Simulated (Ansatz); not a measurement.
`[F][SnH2][GeH3]` + H₂ → `[F][SnH3]` + GeH₄ at 400 K and 1 bar (hydrogenolysis of the Sn–Ge bond).

Calculated with Ansatz (gas phase, PBE0-D4/def2-TZVP geometries, no zero-point term in ΔE). CCSD(T)/CBS adds triple-zeta CCSD(T) − MP2 to the extrapolated MP2 energy (def2 sets, frozen cores). This one scheme is used for every species. def2 core potentials past Kr. For Ge, Sn outer-core shells are correlated without core-valence functions, which leaves a few kJ/mol of doubt a bond. Scalar relativity is left out up to krypton.

```csv
species,CCSD(T)/CBS energy (Eh),H − E (kJ/mol),S (J/(mol·K))
`[F][SnH2][GeH3]`,-2392.95632,132.5,386.6
H₂,-1.17544,38.0,139.0
`[F][SnH3]`,-315.62493,76.6,283.1
GeH₄,-2078.49493,93.6,231.8
```

H − E and S are ideal-gas, rigid-rotor, harmonic terms from PBE0-D4/def2-TZVP. For small species the MP2-based limit differs from directly extrapolated CCSD(T) by up to some mEh (0.8 for H₂); such offsets cancel only in part. 1 Eh = 2625.50 kJ/mol, R = 8.31446 J/(mol·K).

Problem. By hand: ΔE, ΔH, ΔS and ΔG.

Solution. ΔE = (-315.62493) + (-2078.49493) − (-2392.95632) − (-1.17544) = 0.01190 Eh = 31.2 kJ/mol. Δ(H − E) = 76.6 + 93.6 − 132.5 − 38.0 = -0.3, so ΔH = 30.9 kJ/mol. ΔS = 283.1 + 231.8 − 386.6 − 139.0 = -10.7 J/(mol·K). ΔG = 30.9 − 400 × (-10.7)/1000 = 35.2 kJ/mol.

Problem. By hand: the equilibrium constant, and the temperature at which ΔG would vanish if ΔH and ΔS stayed fixed.

Solution. log₁₀ K = −ΔG/(RT ln 10) = -4.6. ΔH and −TΔS have one sign here, so there is no such temperature.

The number of gas molecules stays the same, so ΔS is small and ΔH decides. A doubt of 5 kJ/mol in ΔE shifts log₁₀ K by 0.7 here. Modes under 60 cm⁻¹, often nearly free rotors, make the harmonic entropy too high. These are equilibria of isolated gas molecules and say nothing of rates. Largest T1 diagnostic: 0.014 (customary marks: 0.02 for closed shells, 0.045 for open ones).
